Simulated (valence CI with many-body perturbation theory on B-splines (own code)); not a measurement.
# Which ion has this spectrum?

A relativistic CI+MBPT calculation for an atom or ion with 13 electrons gives these levels (× 10³ cm⁻¹):

```
  J  Parity       E     g
1/2     odd    0.00  0.64
1/2    even  1537.6  2.07
3/2     odd  4265.2  1.32
3/2    even  5526.6  1.62
5/2    even  5691.0  1.33
3/2    even  5869.2  0.97
1/2    even  5964.9  1.27
3/2    even  6357.7  0.83
5/2    even  7220.7  1.19
3/2     odd  7356.6  0.91
3/2     odd  7472.2  0.87
5/2     odd  7565.7  1.01
1/2     odd  7805.4  0.40
3/2     odd  7878.2  1.27
```

The energies are calculated, and their last digits are not significant.

Q: Which is it?
A. Pb69+
B. Pt65+
C. Au66+
D. Hg67+

A: D. Hg67+, ground level (3s^2 3p1/2) J=1/2.
